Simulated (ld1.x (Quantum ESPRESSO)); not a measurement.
**Which change was made? (Nb, TM)**

Nb (Z = 41), norm-conserving Troullier–Martins (Kleinman–Bylander form), made with ld1.x (Quantum ESPRESSO) 7.5 (LDA (PZ), scalar-relativistic). Core [Kr], reference 4d4 5s0.5 5p0 (charge +0.5). Waves: 5p (bound, empty): rc 2.75 bohr; 4d (bound): rc 2.45 bohr; 5s (bound): rc 2.85 bohr. Local part: the s channel. Core correction: none.

Cutoffs, loose and tight: the cutoffs (Ry, on a coarse ladder) from which the occupation-weighted sum of valence levels, in a spherical-Bessel basis at the reference potential, stays within 10 and 1 mRy of its value at 400 Ry. They do not see the model core or the augmentation charge, which bear on the density cutoff. Test errors are all-electron minus pseudo excitation energies from the reference, over the configurations 4d4 5s1 5p0; 4d4 5s0 5p0; 4d3 5s0 5p0; 4d3 5s2 5p0; 4d2 5s0 5p0; 4d4.5 5s0.5 5p0; 4d5 5s0 5p0 (two spin-polarised tests are not counted in the largest error); variants that change the core or the reference have their own tests.

The base gives: outcome: generated; cutoff, loose: 30 Ry; cutoff, tight: 35 Ry; bound ghosts: none; largest test error (meV): -92.

Problem. After one change the result is: outcome: generated; cutoff, loose: 30 Ry; cutoff, tight: 35 Ry; bound ghosts: none; largest test error (meV): -124. Which change was it?
A. wave 5s (bound): rc 2.85 bohr becomes 5s (bound): rc 1.80 bohr
B. wave 5s (bound): rc 2.85 bohr becomes 5s (bound): rc 4.32 bohr
C. wave 5s (bound): rc 2.85 bohr becomes 5s (bound): rc 3.58 bohr

Solution. C. The others give: wave 5s (bound): rc 2.85 bohr becomes 5s (bound): rc 1.80 bohr → outcome: generated; cutoff, loose: 30 Ry; cutoff, tight: 70 Ry; bound ghosts: p, s (extra level of the local part); largest test error (meV): +783 | wave 5s (bound): rc 2.85 bohr becomes 5s (bound): rc 4.32 bohr → outcome: generated; cutoff, loose: 30 Ry; cutoff, tight: 35 Ry; bound ghosts: none; largest test error (meV): -228.
